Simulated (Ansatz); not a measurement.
`C=CB[SiH2][SiH3]` + `B[SiH2][SiH3]` → `[SiH3][SiH2][SiH2][SiH3]` + `BBC=C`  (redistribution)

Computed with Ansatz on PBE0-D4/def2-TZVP structures; ΔE is electronic, products minus reactants. CBS: MP2 limit from def2 TZ/QZ plus the TZ coupled-cluster correction, frozen cores. Each species was taken in one conformer, which may not be the lowest.

```
                   species  SCS-MP2/def2-TZVPP energy (Eh)
        `C=CB[SiH2][SiH3]`                      -684.23469
           `B[SiH2][SiH3]`                      -606.99543
`[SiH3][SiH2][SiH2][SiH3]`                     -1162.13175
                   `BBC=C`                      -129.10824
```

Task: Work out ΔE.

Result: ΔE = (-1162.13175) + (-129.10824) − (-684.23469) − (-606.99543) = -0.00987 Eh = -25.9 kJ/mol. CCSD(T)/CBS gives -28.3 kJ/mol.

Largest T1 diagnostic among the species: 0.014.

The D4 term adds −3.3 kJ/mol with B3LYP and −2.0 kJ/mol with PBE0; it sums over pairs of atoms, weighted by their polarisabilities, and B3LYP, whose exchange is more repulsive, gets the larger term.

B3LYP here is the variant with VWN-RPA as its local correlation; programs differ in this.
